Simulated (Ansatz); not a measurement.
Relaxation of C2H6O2Si (11 atoms, charge 0, multiplicity 1), to a largest force component of 0.015 eV/Å in at most 40 steps.

Level of theory: Ansatz 0.2.0, RHF/cc-pVDZ.

```xyz
11
Properties=species:S:1:pos:R:3:forces:R:3
O -1.117 2.096 0.371 -1.98 1.05 0.64
C 0.002 2.054 0.013 1.44 -0.07 -0.46
Si 0.729 0.362 -0.239 4.17 -0.93 -0.51
C -0.421 -0.980 0.126 -4.59 -2.60 1.48
O -0.048 -2.354 -0.033 -0.70 -0.28 0.36
H 0.656 2.941 -0.169 -0.57 0.17 0.17
H 1.972 0.210 0.674 -0.76 0.31 -0.43
H 1.311 0.249 -1.628 -0.34 0.15 0.20
H -1.348 -0.842 -0.497 0.77 0.37 0.31
H -0.852 -0.875 1.181 0.84 0.37 -1.18
H -0.817 -2.919 0.222 1.71 1.46 -0.57
```

Question: Where does it end, and by what steps?

Answer: The run converged. After 9 steps the energy has fallen by 0.643 eV; H11 moved furthest, 0.17 Å.

```json
{"step": "0", "energy less start (eV)": "0.0000", "largest force component (eV/Å)": "4.586", "accepted": "yes"}
{"step": "1", "energy less start (eV)": "-0.5694", "largest force component (eV/Å)": "0.910", "accepted": "yes"}
{"step": "2", "energy less start (eV)": "-0.4439", "largest force component (eV/Å)": "2.546", "accepted": "no"}
{"step": "3", "energy less start (eV)": "-0.6300", "largest force component (eV/Å)": "0.349", "accepted": "yes"}
{"step": "4", "energy less start (eV)": "-0.6106", "largest force component (eV/Å)": "0.883", "accepted": "no"}
{"step": "5", "energy less start (eV)": "-0.6425", "largest force component (eV/Å)": "0.112", "accepted": "yes"}
{"step": "6", "energy less start (eV)": "-0.6429", "largest force component (eV/Å)": "0.086", "accepted": "yes"}
{"step": "7", "energy less start (eV)": "-0.6434", "largest force component (eV/Å)": "0.019", "accepted": "yes"}
{"step": "8", "energy less start (eV)": "-0.6433", "largest force component (eV/Å)": "0.089", "accepted": "no"}
{"step": "9", "energy less start (eV)": "-0.6434", "largest force component (eV/Å)": "0.004", "accepted": "yes"}
```

```xyz
11
Properties=species:S:1:pos:R:3
O -1.113 2.146 0.372
C 0.022 2.036 0.018
Si 0.805 0.281 -0.233
C -0.553 -0.981 0.160
O 0.000 -2.265 -0.026
H 0.621 2.954 -0.163
H 1.971 0.154 0.680
H 1.279 0.176 -1.638
H -1.411 -0.806 -0.498
H -0.902 -0.831 1.187
H -0.654 -2.921 0.161
```

Whether the end is a true minimum wasn't checked by a vibrational analysis.

Run time: 24 s on 1 thread of Arm Neoverse V2, with other jobs on the host, peak memory 0.2 GiB.
